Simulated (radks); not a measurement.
Q: Radial electron density D(r) = 4 pi r^2 rho(r) of an atom or ion with 37 electrons. Method: scalar-relativistic Kohn-Sham, exchange-only B88, spin-polarised, spherical densities, finite nucleus; Fermi nuclear charge, rms radius of each element as measured or else 0.836 A^(1/3) + 0.57 fm; computed with a radial shooting solver on a logarithmic mesh with Libxc functionals.

r (bohr)  D(r) (e/bohr)   spin D(r)
0.001444          1.364  -0.0000196
0.001655          1.740  -0.0000249
0.001911          2.245  -0.0000322
0.002207          2.887  -0.0000414
0.002528          3.650  -0.0000523
0.00292           4.659  -0.0000667
0.003372          5.918  -0.0000846
0.003864          7.380   -0.000105
0.004462          9.265   -0.000132
0.005153          11.55   -0.000165
0.005904          14.10   -0.000201
0.006818          17.27   -0.000246
0.007874          20.90   -0.000298
0.009021          24.74   -0.000353
0.01042           29.16   -0.000417
0.01203           33.79   -0.000486
0.01379           38.15   -0.000555
0.01592           42.49   -0.000631
0.01839           46.18   -0.000710
0.02106           48.74   -0.000792
0.02433           50.17   -0.000893
0.0281            50.14    -0.00102
0.03219           48.85    -0.00119
0.03717           46.57    -0.00144
0.04293           44.11    -0.00175
0.04919           42.53    -0.00206
0.0568            42.60    -0.00228
0.0656            45.03    -0.00205
0.07516           49.35   -0.000934
0.0868            54.97     0.00203
0.1002            59.77     0.00791
0.1148            61.64      0.0172
0.1326            59.53      0.0317
0.1532            53.49      0.0509
0.1755            46.10      0.0719
0.2027            39.58      0.0942
0.2341            37.04       0.112
0.2682            38.78       0.119
0.3097            42.93       0.114
0.3577            45.69      0.0924
0.4098            44.20      0.0613
0.4732            37.70      0.0253
0.5465            28.21   -0.000514
0.6262            19.52   -0.000547
0.7231            13.09      0.0400
0.8351            10.10       0.131
0.9568            9.389       0.260
1.105             9.167       0.416
1.276             8.268       0.551
1.462             6.610       0.619
1.689             4.494       0.609
1.95              2.624       0.520
2.234             1.383       0.395
2.58             0.6195       0.257
2.98             0.2488       0.143
3.414           0.09628      0.0701
3.943           0.03171      0.0272
4.553          0.008967     0.00842
5.217          0.002231     0.00218
6.025         0.0003890    0.000386

What is the nuclear charge?

A: Z = 40. The innermost maximum, from 1s, lies near gamma/Z bohr with gamma = sqrt(1 - (Z/c)^2) = 0.956, here 0.0239 bohr (found: 0.0261), and its height grows with Z. The density is that of the zirconium ion Zr3+ in [Kr] 4d1; the configuration itself is not fixed sharply by these data, and Z only to a few units. D(r) has 3 maxima, at r = 0.0261, 0.115, 0.366 bohr, and minima at 0.0529, 0.236 bohr, inside which lie 2.05, 11.09 electrons.
